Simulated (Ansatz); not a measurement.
`BC(=C)CC` + HCl → `C=C(Cl)CC` + BH₃  (substitution at a C–B bond)

Calculated with Ansatz (gas phase, PBE0-D4/def2-TZVP geometries, no zero-point term in ΔE). CBS: MP2 limit from def2 TZ/QZ plus the TZ coupled-cluster correction, frozen cores. This one scheme is used for every species. DFT in def2-TZVPP. One conformer a species, not always the lowest.

| level | ΔE (kJ/mol) |
| --- | --- |
| B2PLYP | 72.8 |
| MP2/def2-TZVPP | 72.4 |
| CCSD(T)/def2-TZVPP | 75.1 |
| HF/def2-QZVPP | 71.9 |

Task: What does CCSD(T)/CBS give? (Estimate.)

Result: Computed: +74.1 kJ/mol. The listed levels differ from it by -1.3, -1.7, 1.0, -2.2 kJ/mol.

Largest T1 diagnostic among the species: 0.010.
